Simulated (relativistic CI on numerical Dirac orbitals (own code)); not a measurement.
# Hyperfine structure of Au76+, mass number 197

Computed by Dirac-Coulomb-Breit CI, separate exchange-only KLI orbitals for each configuration, QED by a radiative potential, unscaled Slater integrals (own radial code, finite nucleus).

Configurations in the expansion (outside the closed core 1s2): 2s, 2p, 3s, 3p, 3d, 4s, 4p, 4d, 4f, 5s, 5p, 5d, 5f, 5g. Levels of other configurations are missing.

Nuclear spin I = 3/2, μ = 0.1452 μN, Q = 0.547 b (tables of Stone and Pyykkö). The electronic factors are computed for point nuclear moments, without core polarisation or the Bohr-Weisskopf and QED corrections.

```json
{"Level": "2s 2S_1/2", "E (eV)": "0.0", "A (GHz)": "3229", "B (GHz)": ""}
{"Level": "2p 2P°_1/2", "E (eV)": "217.5", "A (GHz)": "1058", "B (GHz)": ""}
{"Level": "2p 2P°_3/2", "E (eV)": "2246.7", "A (GHz)": "105.2", "B (GHz)": "1200"}
{"Level": "3s 2S_1/2", "E (eV)": "12980.6", "A (GHz)": "960.8", "B (GHz)": ""}
{"Level": "3p 2P°_1/2", "E (eV)": "13038.8", "A (GHz)": "328.8", "B (GHz)": ""}
{"Level": "3p 2P°_3/2", "E (eV)": "13644.3", "A (GHz)": "32.9", "B (GHz)": "385"}
{"Level": "3d 2D_3/2", "E (eV)": "13656.5", "A (GHz)": "19.06", "B (GHz)": "75.9"}
{"Level": "3d 2D_5/2", "E (eV)": "13823.1", "A (GHz)": "7.438", "B (GHz)": "88.6"}
```

Levels with J = 0, under 50 % of one LS term, or S terms without an open s electron are left out. Small factors come from cancelling terms and can be off by tens of per cent or more.

At this charge energies of transitions that change n are usually good to better than 1 %, and those within a shell (Δn = 0) to a few per cent.

(1) Give the hyperfine levels of 2s 2S_1/2 relative to its centre of gravity.

Results:

(1) With K = F(F + 1) − I(I + 1) − J(J + 1), E = AK/2: F = 1: -4037, F = 2: 2422 GHz.
